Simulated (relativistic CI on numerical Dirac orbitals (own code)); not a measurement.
Calculated at this level of theory: Dirac-Coulomb-Breit CI, orbitals from a KLI potential per configuration, a model potential for QED, unscaled Slater integrals (own radial code, finite nucleus).

The strongest absorption lines from the ground level of an ion, among the configurations computed and to levels below about 5240 eV (vacuum wavelength in nm, gf): 0.27419 (0.4), 0.27916 (0.019), 0.28018 (1.5), 0.29271 (0.047), 2.7174 (0.15).

Q: Which ion is it?
A. Sn42+
B. Sn46+
C. Ce52+
D. Sn44+

A: D. Sn44+ has 6 electrons and the ground level 2s2 2p2 3P_0; the strongest line goes to 2s2 2p 3d 3D°_1. The pattern of lines fixes the number of electrons, and along that sequence the line energies rise steadily with the charge (about as its square where n changes within one kind of shell, about linearly where n is kept but much faster in heavy ions where fine structure, which grows about as Z⁴, sets the gap, and irregularly where shells cross), which fixes Z. Configurations outside the model, such as inner-shell arrays, can give stronger lines. At this charge energies of transitions that change n are usually good to better than 1 %, and those within a shell (Δn = 0) to a few per cent.

LS names give the leading component of a level, which can be under half, so a name can repeat, a term be missing and a line seem to break the LS rules.
